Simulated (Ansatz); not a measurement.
Consider the redistribution: `[CH3][Zr]([NH2])([OH])[OH]` + `C[O][Mg][Br]` → `C[O][Zr]([CH3])([NH2])[OH]` + `[OH][Mg][Br]`.

Calculated with Ansatz (gas phase, PBE0-D4/def2-TZVP geometries, no zero-point term in ΔE). CCSD(T)/CBS is the MP2 limit (def2-TZVPP, def2-QZVPP) plus CCSD(T) − MP2 in def2-TZVPP, frozen cores. DFT in def2-TZVPP. Elements past krypton have def2 core potentials. For Br, Mg, Zr outer-core shells are correlated without core-valence functions, which leaves a few kJ/mol of doubt a bond. Scalar relativity is left out up to krypton. Each species was taken in one conformer, which may not be the lowest.

`[CH3][Zr]([NH2])([OH])[OH]`:

```xyz
12

C    -0.983    1.164   -0.951
Zr    0.330   -0.381    0.000
N     0.075   -0.154    2.008
O    -0.394   -2.075   -0.565
O     2.125    0.114   -0.493
H    -0.698    2.177   -0.644
H    -0.916    1.119   -2.045
H    -2.034    1.020   -0.677
H     0.637    0.431    2.611
H    -0.599   -0.648    2.577
H    -0.544   -2.927   -0.962
H     3.002    0.160   -0.859
```

`C[O][Mg][Br]`:

```xyz
7

C     0.537    0.145    1.118
O    -0.056   -0.015   -0.115
Mg   -0.807   -0.218   -1.681
Br   -1.807   -0.489   -3.764
H     0.224   -0.638    1.822
H     1.633    0.103    1.050
H     0.276    1.112    1.570
```

`C[O][Zr]([CH3])([NH2])[OH]`:

Cartesian coordinates in Å:
```
C 0.149 2.441 -1.199
O 0.033 1.148 -0.708
Zr 0.013 -0.687 -0.151
C 0.679 -0.623 1.990
N -1.904 -1.384 -0.123
O 1.175 -1.953 -1.031
H -0.610 2.632 -1.965
H 0.015 3.170 -0.393
H 1.136 2.603 -1.647
H 0.034 0.025 2.593
H 0.663 -1.619 2.446
H 1.703 -0.238 2.071
H -2.739 -0.822 -0.031
H -2.181 -2.347 -0.255
H 1.833 -2.346 -1.596
```

`[OH][Mg][Br]`:

Cartesian coordinates in Å:
```
O 0.518 -1.107 -0.100
Mg -0.245 0.457 0.085
Br -1.287 2.516 0.383
H 1.014 -1.867 -0.368
```

```json
{"species": "`[CH3][Zr]([NH2])([OH])[OH]`", "revPBE-D4 energy (Eh)": "-294.84671"}
{"species": "`C[O][Mg][Br]`", "revPBE-D4 energy (Eh)": "-2889.22724"}
{"species": "`C[O][Zr]([CH3])([NH2])[OH]`", "revPBE-D4 energy (Eh)": "-334.15282"}
{"species": "`[OH][Mg][Br]`", "revPBE-D4 energy (Eh)": "-2849.92587"}
```

Question: Work out ΔE.

Answer: ΔE = (-334.15282) + (-2849.92587) − (-294.84671) − (-2889.22724) = -0.00474 Eh = -0.13 eV. CCSD(T)/CBS gives -0.11 eV.

Largest T1 diagnostic among the species: 0.016.

In def2-TZVPP, CCSD(T) changes the Hartree–Fock value by −0.06 eV (the triples alone add −0.01 eV) and MP2 by −0.07 eV. At CCSD(T), def2-SVP lies +0.04 eV from the extrapolated value and def2-TZVPP −0.03 eV.
